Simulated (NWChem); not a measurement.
Species: AlH4 anion; SMILES [AlH4-]

Program: NWChem. Pople sets run with spherical d functions. Sets without diffuse functions describe the anion's extra electron poorly. Geometry: optimised at B3LYP/def2-SVPD. Static field.

| level | basis functions | isotropic polarisability (bohr³) | anisotropy (bohr³) | relative time |
|---|---|---|---|---|
| B3LYP/6-31G* | 26 | 31.8 | 0.0 | 1 |
| B3LYP/6-31+G* | 30 | 38.5 | 0.0 | 1 |
| B3LYP/def2-SVP | 38 | 36.0 | 0.0 | 1 |
| B3LYP/def2-SVPD | 56 | 53.5 | 0.0 | 2 |
| B3LYP/def2-TZVP | 61 | 43.6 | 0.0 | 3 |
| B3LYP/aug-cc-pVDZ | 63 | 58.7 | 0.0 | 5 |
| B3LYP/def2-TZVPD | 79 | 56.7 | 0.0 | 4 |
| B3LYP/aug-cc-pVTZ | 142 | 59.9 | 0.0 | 30 |

The last column is a rough cost ratio, cheapest run = 1.
